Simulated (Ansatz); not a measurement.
Relaxation of H4O2Si2 (8 atoms, charge 0, multiplicity 1), to a largest force component of 0.015 eV/Å in at most 40 steps.

Method: Ansatz, RKS PBE0-D4/def2-SVP.

```xyz
8
Properties=species:S:1:pos:R:3:forces:R:3
O -0.910 1.440 -0.545 -0.83 0.27 -0.55
Si -0.453 0.142 0.331 0.54 0.18 -0.25
O 0.441 0.685 1.583 0.14 -0.25 0.98
Si 0.514 -1.483 -0.843 0.37 -0.32 -0.36
H -0.553 2.321 -0.444 0.09 0.21 0.10
H 0.777 1.576 1.669 0.02 0.23 -0.01
H 0.671 -2.660 0.045 0.09 -0.29 0.45
H -0.486 -2.021 -1.795 -0.42 -0.02 -0.35
```

Problem. Where does it end, and by what steps?

Solution. The run converged. After 10 steps the energy has fallen by 0.300 eV; Si2 moved furthest, 0.52 Å.

```
step  energy less start (eV)  largest force component (eV/Å)  accepted
   0                  0.0000                           0.976       yes
   1                 -0.1978                           0.316       yes
   2                 -0.2508                           0.517       yes
   3                 -0.2669                           0.402       yes
   4                 -0.2704                           0.598       yes
   5                 -0.2846                           0.565       yes
   6                 -0.2983                           0.066       yes
   7                 -0.2985                           0.079       yes
   8                 -0.2984                           0.264        no
   9                 -0.2995                           0.027       yes
  10                 -0.2998                           0.002       yes
```

```xyz
8
Properties=species:S:1:pos:R:3
O -0.779 1.417 -0.680
Si -0.009 0.163 0.062
O 0.604 0.648 1.513
Si 0.686 -1.688 -1.024
H -0.839 2.299 -0.302
H 0.518 1.544 1.851
H 0.506 -2.522 0.234
H -0.687 -1.861 -1.654
```

Whether the end is a true minimum wasn't checked by a vibrational analysis.

Time of the run: 32 s on 1 thread of Arm Neoverse V2, with other jobs on the host, peak memory 0.16 GiB.
